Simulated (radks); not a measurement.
Isoelectronic series with 10 electrons, all held in the configuration [Ne], which need not be the ground one along the series. All-electron calculation, non-relativistic Kohn-Sham, PBE, spin-unpolarised, spherical densities, point nucleus. Program: a radial shooting solver on a logarithmic mesh with Libxc functionals. Total energies (hartree) and orbital eigenvalues (Ry):

ion    E (hartree)         2p         2s         1s
Ne      -128.86643   -0.98101   -2.66637  -60.97867
Mg2+    -199.11174   -4.90366   -7.32366  -93.91055
Al3+    -240.26430   -7.65374  -10.44770  -113.4270
Si4+    -285.42809  -10.91608  -14.08599  -134.9608
P5+     -334.59998  -14.68671  -18.23385  -158.5070
S6+     -387.77794  -18.96329  -22.88848  -184.0623
Cl7+    -444.96059  -23.74431  -28.04814  -211.6247
Ar8+    -506.14695  -29.02875  -33.71162  -241.1926
K9+     -571.33630  -34.81589  -39.87809  -272.7650
Ca10+   -640.52809  -41.10521  -46.54694  -306.3412
Sc11+   -713.72191  -47.89631  -53.71772  -341.9203
Ti12+   -790.91744  -55.18889  -61.39010  -379.5021
V13+    -872.11441  -62.98270  -69.56379  -419.0860
Cr14+   -957.31261  -71.27756  -78.23859  -460.6719
Mn15+  -1046.51188  -80.07333  -87.41434  -504.2593
Fe16+  -1139.71208  -89.36987  -97.09090  -549.8482
Co17+  -1236.91308  -99.16708  -107.2682  -597.4383
Ni18+  -1338.11480  -109.4649  -117.9460  -647.0295
Cu19+  -1443.31714  -120.2632  -129.1244  -698.6216
